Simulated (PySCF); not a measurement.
## Nuclear quadrupole coupling in `CCC1=NN(C2CC2)CC1`

C₈H₁₄N₂.
Cartesian coordinates in Å at the GFN2-xTB level; atoms count from 1:
```
atom  x, y, z in Å
C1     3.3686    0.9808    0.2946
C2     2.4136    0.6305   -0.8484
C3     1.1628   -0.0030   -0.3515
N4     0.0227    0.5574   -0.4105
N5    -0.9245   -0.1977    0.2063
C6    -2.2557   -0.0959   -0.2780
C7    -3.3518    0.0891    0.7324
C8    -2.9432    1.2272   -0.1495
C9    -0.3944   -1.5352    0.5106
C10    1.1168   -1.3630    0.3242
H11    4.2526    1.4804   -0.0950
H12    3.6848    0.0839    0.8223
H13    2.8778    1.6450    1.0017
H14    2.9144   -0.0552   -1.5384
H15    2.1441    1.5363   -1.3926
H16   -2.4811   -0.7024   -1.1581
H17   -3.0649    0.1335    1.7712
H18   -4.2987   -0.3969    0.5547
H19   -3.6025    1.5368   -0.9450
H20   -2.3736    2.0278    0.2929
H21   -0.8148   -2.2759   -0.1839
H22   -0.6769   -1.8130    1.5277
H23    1.6405   -1.3324    1.2814
H24    1.5717   -2.1384   -0.2930
```

Field gradients from the PBE0/pcSseg-1 density (PySCF, non-relativistic), principal values in atomic units, ordered |Vxx| ≤ |Vyy| ≤ |Vzz|:

| atom | Vxx | Vyy | Vzz |
| --- | --- | --- | --- |
| N4 | 0.5070 | 0.6704 | -1.1775 |
| N5 | 0.4991 | 0.8896 | -1.3887 |

**Question.** Find the asymmetry η = (Vxx − Vyy)/Vzz and the couplings χ = eQV/h (234.96 MHz × Q in barn × V in au), with Q(14N) = 0.02044 b.

**Answer.** 
| atom | environment | nucleus | η | χzz (MHz) | χxx (MHz) | χyy (MHz) |
| --- | --- | --- | --- | --- | --- | --- |
| N4 | C=N nitrogen | 14N | 0.14 | -5.65 | 2.44 | 3.22 |
| N5 | nitrogen bonded to 2 C and N | 14N | 0.28 | -6.67 | 2.40 | 4.27 |

The tensor is traceless: Vxx + Vyy + Vzz = 0.

**Question.** What is Vzz at N4 in SI units (1 au = 9.71736 × 10²¹ V/m²)?

**Answer.** -1.1775 au = -11.442 × 10²¹ V/m².

**Question.** And the gradient at the other heavy atoms, for which no coupling is worked out here?

**Answer.** 
```
atom                   environment  Vzz (au)     η
  C1                 methyl carbon     0.069  0.25
  C2              chain CH2 carbon    -0.078  0.53
  C3                    C=N carbon     0.175  0.86
  C6  sp3 carbon bound to nitrogen     0.264  0.99
  C7    three-membered-ring carbon     0.184  0.14
  C8    three-membered-ring carbon     0.186  0.14
  C9  sp3 carbon bound to nitrogen     0.235  0.33
 C10               ring CH2 carbon     0.079  0.33
```

**Question.** What couplings would deuterons (Q(2H) = 0.00286 b) have in place of the hydrogens, at this geometry?

**Answer.** 
```
atom  bonded to  bond length (Å)  Vzz (au)     η  χzz (kHz)
 H11         C1            1.088    0.3161  0.02        212
 H12         C1            1.088    0.3153  0.02        212
 H13         C1            1.087    0.3141  0.02        211
 H14         C2            1.094    0.3008  0.02        202
 H15         C2            1.091    0.3039  0.02        204
 H16         C6            1.092    0.3034  0.12        204
 H17         C7            1.079    0.3337  0.06        224
 H18         C7            1.079    0.3332  0.07        224
 H19         C8            1.079    0.3338  0.07        224
 H20         C8            1.078    0.3336  0.07        224
 H21         C9            1.099    0.2870  0.05        193
 H22         C9            1.091    0.3016  0.02        203
 H23        C10            1.092    0.3058  0.02        206
 H24        C10            1.090    0.3082  0.02        207
```

Isolated species at its GFN2-xTB geometry (one conformer only). GFN2-xTB bond lengths can be off by several hundredths of an ångström, more for odd bonds, and the gradients follow them. These gradients aren't converged with respect to the basis.
